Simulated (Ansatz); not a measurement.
# Molecular dynamics of C₂H₄Si₂

Input file:

```yaml
crystal:
  periodic: [false, false, false]
  atoms:
    - { symbol: C, position_ang: [0.235015, -1.527038, 0.346571] }
    - { symbol: Si, position_ang: [1.376758, -0.626005, 1.568731] }
    - { symbol: C, position_ang: [0.476816, 0.743464, 0.289981] }
    - { symbol: Si, position_ang: [-1.068236, -0.408346, -0.188032] }
    - { symbol: H, position_ang: [1.039145, 1.396759, -0.495529] }
    - { symbol: H, position_ang: [-0.046671, 1.484672, 1.111135] }
    - { symbol: H, position_ang: [-2.194366, 0.493973, 0.110827] }
    - { symbol: H, position_ang: [-1.392253, -0.84959, -1.555796] }
magnetization:
  spin_polarized: true
basis:
  gaussian: { orbitals: "6-31G*" }
hamiltonian:
  xc: blyp
  dispersion: d4
md:
  timestep: 0.25
  n_steps: 100
  ensemble: nvt_langevin
  temperature: 700.0
  initial_velocities: maxwell_boltzmann
  seed: 169827
  friction: 0.02
```

Command:

```bash
$ ansatz run input.yaml --threads 2 --pin off --max-ram 3072MiB --backend cpu --events-out ev --progress --plain --runs-dir out
```

It goes on from the last frame of an earlier run, with new velocities.

Output, in part (step lines, the closing report, with atoms numbered from 0):

```
md step     0: t =     0.00 fs  T =   612.5 K  F+E_penalty+E_count = -17887.30214956 eV  E_kin = 0.633374 eV  (61 SCF iters)
md step     1: t =     0.25 fs  T =   617.2 K  F+E_penalty+E_count = -17887.30713186 eV  E_kin = 0.638275 eV  (38 SCF iters)
md step     2: t =     0.50 fs  T =   678.8 K  F+E_penalty+E_count = -17887.31748937 eV  E_kin = 0.701950 eV  (38 SCF iters)
md step     3: t =     0.75 fs  T =   754.7 K  F+E_penalty+E_count = -17887.32872158 eV  E_kin = 0.780453 eV  (38 SCF iters)
md step     4: t =     1.00 fs  T =   772.7 K  F+E_penalty+E_count = -17887.33695079 eV  E_kin = 0.799019 eV  (38 SCF iters)
md step     5: t =     1.25 fs  T =   816.6 K  F+E_penalty+E_count = -17887.34426080 eV  E_kin = 0.844464 eV  (38 SCF iters)
md step     6: t =     1.50 fs  T =   812.2 K  F+E_penalty+E_count = -17887.35395473 eV  E_kin = 0.839879 eV  (37 SCF iters)
md step     7: t =     1.75 fs  T =   855.7 K  F+E_penalty+E_count = -17887.36596059 eV  E_kin = 0.884878 eV  (38 SCF iters)
[... lines left out ...]
Total energy: -17888.30964107 eV, -657.3832541777 hartree
Atom 0 at     0.292673    -1.063500     0.362656 Å, force     2.259427    -1.132769     0.979200 eV/Å
Atom 1 at     1.480886    -0.771389     1.596814 Å, force     0.068424    -0.874808     0.076700 eV/Å
Atom 2 at     0.502248     0.611509     0.420877 Å, force    -0.529660     1.396887    -0.063667 eV/Å
Atom 3 at    -1.064669    -0.303612    -0.367152 Å, force    -1.451259     0.141708     2.535139 eV/Å
Atom 4 at     1.261933     0.964926    -0.258667 Å, force     0.025335     0.615812    -0.650585 eV/Å
Atom 5 at     0.134232     1.442772     1.096867 Å, force     0.114725    -0.970174    -0.155343 eV/Å
Atom 6 at    -2.031468    -0.521999     0.858780 Å, force    -0.156954     0.739282    -1.434026 eV/Å
Atom 7 at    -1.578561    -0.009421    -1.665398 Å, force    -0.330037     0.084062    -1.287417 eV/Å
Dipole moment:    -0.282275     0.294784    -0.307177 e Å
```

The steps, from the saved trajectory:

| time (fs) | T (K) | potential energy less start (eV) |
| --- | --- | --- |
| 0 | 612 | 0.000 |
| 0.75 | 755 | -0.027 |
| 1.5 | 812 | -0.052 |
| 2.25 | 825 | -0.094 |
| 3 | 825 | -0.140 |
| 3.75 | 884 | -0.177 |
| 4.5 | 764 | -0.208 |
| 5.25 | 884 | -0.250 |
| 6 | 1006 | -0.313 |
| 6.75 | 1052 | -0.378 |
| 7.5 | 1148 | -0.435 |
| 8.25 | 1298 | -0.462 |
| 9 | 1275 | -0.468 |
| 9.75 | 1238 | -0.480 |
| 10.5 | 1228 | -0.513 |
| 11.25 | 1278 | -0.575 |
| 12 | 1189 | -0.668 |
| 12.75 | 1300 | -0.786 |
| 13.5 | 1367 | -0.895 |
| 14.25 | 1491 | -0.996 |
| 15 | 1550 | -1.067 |
| 15.75 | 1540 | -1.096 |
| 16.5 | 1446 | -1.097 |
| 17.25 | 1400 | -1.092 |
| 18 | 1351 | -1.073 |
| 18.75 | 1130 | -1.044 |
| 19.5 | 1111 | -1.036 |
| 20.25 | 1289 | -1.043 |
| 21 | 1275 | -1.070 |
| 21.75 | 1325 | -1.121 |
| 22.5 | 1265 | -1.169 |
| 23.25 | 1397 | -1.187 |
| 24 | 1295 | -1.147 |
| 24.75 | 1143 | -1.047 |

All steps were run. The mean temperature of the second half is 90 % above the set value. A run of 0.025 ps of so small a system gives no equilibrium averages.

Joined: C1–C3 2.28 → 1.69 Å. Pairs count as bonded within 1.25 times the sum of covalent radii (0.12 Å more for H–H).

Last frame:

```xyz
8
Properties=species:S:1:pos:R:3
C 0.293 -1.063 0.363
Si 1.481 -0.771 1.597
C 0.502 0.612 0.421
Si -1.065 -0.304 -0.367
H 1.262 0.965 -0.259
H 0.134 1.443 1.097
H -2.031 -0.522 0.859
H -1.579 -0.009 -1.665
```

Time of the run: 5.9 min on 2 threads of Arm Neoverse N1 (shared host), peak memory 0.15 GiB.
